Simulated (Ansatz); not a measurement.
C2H8BeGe (SMILES C[CH2][Be][GeH3]), singlet, at a GFN2-xTB geometry (such geometries of metal compounds can be far from the true shape); SC-NEVPT2/6-31G, CASSCF(6,5) (Ansatz, a first-principles code).

Input for Ansatz:
Ansatz 0.2 input:
```yaml
crystal:
  periodic: [false, false, false]
  atoms:
    - {symbol: Be, position_ang: [0.45534101, -0.64583536, -0.10626901]}
    - {symbol: C, position_ang: [1.38193252, -1.84655809, -0.93398735]}
    - {symbol: C, position_ang: [1.41133764, -1.57940415, -2.45521587]}
    - {symbol: H, position_ang: [1.01809822, -2.87373742, -0.81305108]}
    - {symbol: H, position_ang: [2.42933344, -1.92029557, -0.61842788]}
    - {symbol: H, position_ang: [1.85880192, -0.61283739, -2.67818066]}
    - {symbol: H, position_ang: [0.40850047, -1.58806509, -2.87763739]}
    - {symbol: H, position_ang: [1.99562684, -2.34306197, -2.97008455]}
    - {symbol: Ge, position_ang: [-0.71655470, 0.88307445, 0.84850394]}
    - {symbol: H, position_ang: [-0.92895700, 0.80717409, 2.33641647]}
    - {symbol: H, position_ang: [-0.27920856, 2.32197102, 0.77977365]}
    - {symbol: H, position_ang: [-2.15343009, 1.08958480, 0.44936064]}
basis:
  gaussian:
    orbitals: 6-31G
magnetization: {spin_polarized: false}
correlation: {method: sc_nevpt2, electrons: all, active_space: {window: {electrons: 6, orbitals: 5}}}
```

It wrote (shortened):

```
Functional definition: HF
885 factors; integrals over basis functions are off by at most 4.6e-4 eV
mean field evaluation 1: about -59046.2854 eV, gradient 2.4e1 eV
mean field evaluation 2: about -59046.4209 eV, gradient 2.4e1 eV
mean field evaluation 4: about -59048.3424 eV, gradient 2.5e0 eV
mean field evaluation 8: about -59048.3654 eV, gradient 1.1e-1 eV
mean field -59048.36548946 eV, -2169.9874073179 hartree, gradient 5.9e-6 eV, S^2 0.000000; 0 other end points of the search recorded, 0 dependent functions left out
reference -59048.36548946 eV, -2169.9874073179 hartree; 28, 28 occupied and 44, 44 virtual orbitals, 885 factors
state -59049.31822436 eV, -2170.0224196797 hartree
state -59049.31822436 eV, -2170.0224196797 hartree; corrected -59061.37679887 eV, -2170.4655641196 hartree
state -59049.29706073 eV, -2170.0216419306 hartree
state -59049.29706073 eV, -2170.0216419306 hartree; corrected -59061.35834906 eV, -2170.4648861014 hartree
state -59049.31822436 eV, -2170.0224196797 hartree; corrected -59061.37679887 eV, -2170.4655641196 hartree
state -59049.22008512 eV, -2170.0188131294 hartree
state -59049.22008512 eV, -2170.0188131294 hartree; corrected -59061.46078485 eV, -2170.4686505471 hartree
state -59049.22008512 eV, -2170.0188131294 hartree; corrected -59061.46078485 eV, -2170.4686505471 hartree
the orbitals are reached from a further start. From the first start the search ends at -59049.31822200 eV, -2170.0224195931 hartree
WARN: the results are in doubt because another end's mean lies 0.098 eV lower, and its corrected mean 0.084 eV higher
Total energy: -59061.46078485 eV, -2170.4686505471 hartree
In doubt: another end's mean lies 0.098 eV lower, and its corrected mean 0.084 eV higher
```
